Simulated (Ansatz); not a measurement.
Ansatz (a first-principles code) job for Ti(Cl)3(OH) cation (Cl3HOTi), SMILES [Ti]([Cl])([Cl])([Cl])[OH] (connectivity only; charge and spin as stated), charge +1, multiplicity 2, PBE0/def2-SVPD. Geometry optimised at PBE0-D3(BJ)/def2-SVP. A frequency run showed that this geometry is not a minimum. The spin state was assumed, not searched. The isomer is the one that the SMILES or the coordinates give; other isomers of the formula were not compared. The values are those of a single conformer.

Ansatz 0.2 input:
```yaml
crystal:
  periodic: [false, false, false]
  atoms:
    - {symbol: Ti, position_ang: [-0.00000000, 0.00000000, 0.35316688]}
    - {symbol: Cl, position_ang: [-1.74004743, -1.00461685, -0.53128969]}
    - {symbol: Cl, position_ang: [0.00000000, 2.00923370, -0.53128969]}
    - {symbol: Cl, position_ang: [1.74004743, -1.00461685, -0.53128968]}
    - {symbol: O, position_ang: [-0.00000001, -0.00000000, 2.03925528]}
    - {symbol: H, position_ang: [-0.00000001, 0.00000000, 3.01206045]}
basis:
  gaussian:
    orbitals: def2-SVPD
hamiltonian:
  xc: {name: PBE0}
total_charge: 1
magnetization: {spin_polarized: true, initial_magnetization: 1}
```

Output:

```
WARN ansatz: RAYON_NUM_THREADS=1 ignored (pool sized by the plan → 1); use --threads N
Functional definition: PBE0
integrals: 0.14 GiB planned
1393 factors; integrals over basis functions are off by at most 1.1e-3 eV
mean field: 1.46 GiB planned
mean field evaluation 1: about -62696.7185 eV, gradient 5.3e1 eV
mean field evaluation 2: about -62551.4466 eV, gradient 1.8e2 eV
mean field evaluation 4: about -62701.5139 eV, gradient 3.5e1 eV
mean field evaluation 8: about -62706.9315 eV, gradient 5.6e-1 eV
mean field evaluation 16: about -62706.9869 eV, gradient 4.2e-3 eV
mean field evaluation 32: about -62706.9870 eV, gradient 1.1e-4 eV
mean field -62706.98695162 eV, -2304.4392661497 hartree, gradient 1.1e-5 eV, S^2 0.777321; 3 other end points of the search recorded, 0 dependent functions left out
reference -62706.98700283 eV, -2304.4392680316 hartree; 41, 40 occupied and 105, 106 virtual orbitals, 1393 factors
Total energy: -62706.98700283 eV, -2304.4392680316 hartree
```

The calculation finished and met its thresholds.
